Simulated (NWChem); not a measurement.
Species: C$_{2}$H$_{4}$ClFSi; SMILES C=C[SiH](F)Cl

```xyz
9

Si     0.3454    -0.0097     0.3267
F      1.8413    -0.3084    -0.2200
Cl    -0.7650    -1.6959    -0.0699
C     -0.3764     1.4517    -0.5396
C     -0.7164     2.5570     0.1344
H      0.4217     0.2011     1.7922
H     -0.5384     1.4145    -1.6241
H     -0.5778     2.6410     1.2189
H     -1.1509     3.4319    -0.3615
```
Atoms are numbered in this order, from 1.

All runs: NWChem. Medium grid unless said otherwise, to which SCAN and Minnesota functionals are sensitive. Coordinates come from a PBE0/def2-SVP optimisation. B3LYP is NWChem's, with the RPA form of VWN correlation. Total energies of different functionals are on different scales.

```tsv
level	energy (Ha)	highest occupied level (eV)	orbital gap (eV)	dipole (D)
PBE/def2-TZVP	-927.8101	-7.44	5.28	2.33
B3LYP/def2-TZVP	-928.3931	[?]	[?]	2.44
M06-2X/def2-TZVP	-928.2486	-9.85	9.61	2.54
r2SCAN/def2-TZVP	-928.2081	-7.68	5.74	2.42
TPSSh/def2-TZVP	-928.3877	-7.91	6.34	2.41
PBE0/def2-TZVP	-927.8855	-8.61	7.45	2.48
```

Task: Complete the blanks.

Result: 
- B3LYP/def2-TZVP, highest occupied level (eV): -8.35
- B3LYP/def2-TZVP, orbital gap (eV): 6.99
